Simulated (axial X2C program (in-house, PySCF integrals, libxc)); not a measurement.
# Potential curves of AlAu, two-component

All values were computed with an in-house relativistic program for diatomic molecules. Two-component (2c) means X2C with spin–orbit coupling and atomic mean-field two-electron Coulomb and Gaunt terms. Basis: Au dyall-cv3z [13s14p9d6f4g], Al dyall-v3z [8s8p2d1f] (cores contracted in-house); Gaussian nuclei, density fitting, unrestricted open shells. Masses: Au 196.967 u, Al 26.982 u.

State: Ω = 0 (closed shell). Energies in eV from the fragments at the same level (Au + Al). Fits are polynomials in 1 − R0/R over 0.85 to 1.23 times the lowest point R0.

```
 R (Å)     PBE0    TPSSh     CCSD      MP2
2.0636  -2.6327  -2.7434           -3.1271
2.1585  -3.0158  -3.1300  -2.9892  -3.4841
2.2297  -3.1760  -3.2910  -3.1599  -3.6207
2.3008  -3.2563  -3.3708  -3.2493  -3.6754
2.3720  -3.2772  -3.3902  -3.2773  -3.6691
2.4550  -3.2448  -3.3548  -3.2525  -3.6056
2.5380  -3.1698  -3.2761  -3.1828  -3.4998
2.6448  -3.0308  -3.1314  -3.0484  -3.3233
2.7752  -2.8224  -2.9157           -3.0732
2.9650  -2.4865  -2.5698           -2.6850
```

Correlated methods: 14 electrons correlated (number of frozen shells: Au 5 s, 4 p, 2 d, 1 f; Al 2 s, 1 p), 260 virtual spin orbitals or spinors in MP2.

One determinant describes the state; a PBE0 search over occupations chose it and may have missed a lower one. Closed shells are restricted here (equal orbitals for both partners); the stretched side of such a curve lies too high. De is counted from the lowest determinant-based energies of the atoms at the same level, without counterpoise correction. CCSD ran in a truncated set of natural virtual spinors with an MP2 remainder; without triples it tends to underbind. In 2c an atomic determinant is not the ground J level, so De misses part of the atomic spin–orbit lowering. This holds for PBE0, TPSSh, CCSD, MP2. The functionals have no current-density term, which raises determinants with orbital currents, atoms included. The T1 diagnostic is large, a sign of multireference character. Coupled cluster ran on the points near the minimum only. MP2 and coupled cluster on one determinant become unreliable at the stretched end.

(1) Fit the PBE0 curve near its minimum: give the equilibrium distance, the harmonic wavenumber and the well depth.

(2) What are Re, ωe and De at the TPSSh level?

(3) Fit the CCSD curve near its minimum: give the equilibrium distance, the harmonic wavenumber and the well depth.

(4) Fit the MP2 curve near its minimum: give the equilibrium distance, the harmonic wavenumber and the well depth.

Answers

(1) At PBE0, 2c: Re = 2.365 Å, ωe ≈ 322 cm⁻¹, De = 3.28 eV to Au + Al; Be follows as 0.127 cm⁻¹.

(2) At TPSSh, 2c: Re = 2.363 Å, ωe ≈ 328 cm⁻¹, De = 3.39 eV to Au + Al; Be follows as 0.127 cm⁻¹.

(3) At CCSD, 2c: Re = 2.376 Å, ωe ≈ 320 cm⁻¹, De = 3.28 eV to Au + Al; Be follows as 0.126 cm⁻¹.

(4) At MP2, 2c: Re = 2.327 Å, ωe ≈ 351 cm⁻¹, De = 3.68 eV to Au + Al; Be follows as 0.131 cm⁻¹.
